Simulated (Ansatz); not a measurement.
The same path of ClFGe2H4 + ClH (10 atoms, charge 0, multiplicity 1) was run twice with different band settings. Lost on the way: Ge1–H2, Cl9–H10. Made: Ge1–Cl9, H2–H10.

All numbers below come from Ansatz 0.2.0, RHF/def2-SVP.

Relaxed end points:

```xyz
10
Properties=species:S:1:pos:R:3
Ge -0.214 0.178 -0.168
H 0.091 0.323 1.318
Cl 1.621 0.549 -1.253
F -1.244 1.513 -0.550
Ge -1.297 -1.844 -1.022
H -2.438 -2.240 -0.078
H -1.852 -1.521 -2.412
H -0.264 -2.968 -1.109
Cl 1.294 -2.810 1.991
H 1.675 -2.012 2.906
```

```xyz
10
Properties=species:S:1:pos:R:3
Ge 0.673 -0.470 -0.616
H -0.928 -0.470 3.110
Cl 1.632 0.246 -2.398
F 0.156 0.940 0.216
Ge -1.209 -1.964 -1.070
H -1.761 -2.449 0.268
H -2.254 -1.165 -1.847
H -0.676 -3.128 -1.902
Cl 2.180 -1.344 0.638
H -0.443 -1.027 3.226
```

Common settings: movable images 9; climbing image yes; spring 5.0 eV/Å²; optimiser quadratic models (default); start path through a guess of the saddle point; iteration limit 60; end points relaxed.

| run | force threshold |
| --- | --- |
| 1 | 0.05 eV/Å |
| 2 | 0.2 eV/Å |

**Question.** What does each run give, and how far can it be trusted?

**Answer.** Run 1: converged after 24 iterations, highest image 2.225 eV above the first end. A structure lower than the last end lies on the path between it and the top, so the climb from that side starts below the end, which may itself be a saddle point or a shallow side well. Neighbouring images differ by up to 1.6 eV, so the band resolves the path poorly. A vibrational analysis at the climbing image gives one clearly imaginary mode, 947i cm⁻¹: a first-order saddle point.
Run 2: converged after 15 iterations, highest image 2.228 eV above the first end. The threshold of 0.2 eV/Å is loose, so the images may lie well off the minimum-energy path. A structure lower than the last end lies on the path between it and the top, so the climb from that side starts below the end, which may itself be a saddle point or a shallow side well. Neighbouring images differ by up to 1.6 eV, so the band resolves the path poorly. The order of the point at the top wasn't checked.
The orbitals stay closed-shell, which can raise the energy where a bond breaks towards radicals; this wasn't checked here.
